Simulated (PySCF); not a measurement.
# The third ionisation energy along group 14

Calculated with PySCF 2.14 from differences of total energies of unrestricted determinants, without spin-orbit coupling. Values in eV. The last column holds reference values (NIST; (s) semi-empirical, (t) theoretical, else measured). Unmarked ones compare directly (S terms, centres of terms, or small fine structure); those marked * lie between the lowest fine-structure levels and include a spin-orbit shift.

```
                       element                 configurations  MP2 (valence)  SCS-MP2 (valence)  CCSD (valence)  CCSD(T) (valence)  CCSDT (valence)  FCI (valence)  reference
 C (pcseg-2, non-relativistic)            [He] 2s2 → [He] 2s1         46.969             47.196          47.779             47.779           47.779         47.779     47.888
Si (pcseg-2, non-relativistic)            [Ne] 3s2 → [Ne] 3s1         32.788             32.958          33.140             33.140           33.140         33.140     33.493
Ge (pcseg-2, non-relativistic)  [Ar] 3d10 4s2 → [Ar] 3d10 4s1         32.472             32.628          32.779             32.779           32.779         32.779     34.058
```

**Question.** Which of these methods has the smallest mean absolute error against the measured values here?

**Answer.** CCSD (valence), with 0.580 eV.

```tsv
method	elements	mean error (eV)	mean absolute error (eV)	largest error (eV)
MP2 (valence)	3	-1.070	1.070	-1.585
SCS-MP2 (valence)	3	-0.885	0.885	-1.429
CCSD (valence)	3	-0.580	0.580	-1.279
CCSD(T) (valence)	3	-0.580	0.580	-1.279
CCSDT (valence)	3	-0.580	0.580	-1.279
FCI (valence)	3	-0.580	0.580	-1.279
```

Errors include the incompleteness of the basis and the frozen core.

"Valence" correlates the outer s and p shells and, in groups 3 to 12 and the f block, the outer d or f shell, open or full, or the next shell where the ion has no valence electron left; the wider scheme adds the next inner shell.
